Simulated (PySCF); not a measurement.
Ge(H)(Et)(Vi)2, C6H12Ge, SMILES C[CH2][GeH]([CH]=C)[CH]=C at its GFN2-xTB optimised geometry (Å):

```
19

Ge     0.5127    -0.9250     0.0000
C     -0.1209     0.9323     0.0000
C     -0.8636     1.4718     0.9517
C     -0.1021    -1.8598     1.6078
C      0.6984    -2.4112     2.5039
C     -0.1204    -1.8295    -1.6646
C     -1.6382    -1.9100    -1.7405
H      2.0321    -0.9250     0.0000
H      0.1548     1.5362    -0.8563
H     -1.1588     0.9061     1.8218
H     -1.2066     2.4957     0.9150
H     -1.1742    -1.9242     1.7523
H      0.3295    -2.9258     3.3793
H      1.7710    -2.3694     2.3955
H      0.2633    -1.2817    -2.5268
H      0.3067    -2.8320    -1.7093
H     -2.0772    -0.9145    -1.6910
H     -2.0321    -2.4957    -0.9117
H     -1.9582    -2.3791    -2.6700
```

Level of theory: PBE0/def2-SVP run with PySCF. Cells within 0.4 Å of a nucleus heavier than hydrogen are left out (blank, or x).

Map of the electron localisation function on the plane z = 0.0 Å:

```
|000000000000000000000000000|
|000000000000000000000000000|
|000000000000000000000000000|
|000000003420000000000000000|
|000000026751000000000000000|
|000000036751000000000000000|
|000000024541000000000000000|
|000000013421123210000000000|
|000000123444456521000000000|
|000000245787436531000000000|
|000000357887xx3541000000000|
|000000256786xx6741000000000|
|000000024567789841124530000|
|000000001246885334799982000|
|000000000014412215999996000|
|00000000000213xx34999998100|
|00000000000214xx34999998100|
|000000000002215515999997000|
|000001110001321124999994000|
|000014762000232222478850000|
|000038984000011100012200000|
|000038995000000000000000000|
|000016883000000000000000000|
|000002441000000000000000000|
|000000000000000000000000000|
|000000000000000000000000000|
|000000000000000000000000000|
```
Scale: ten equal steps from 0.000 (start of '0') to 1.000 (end of '9'), in the order '0123456789'; x runs from -4.50 to 4.50, y from -4.50 (bottom) to 4.50 (top).
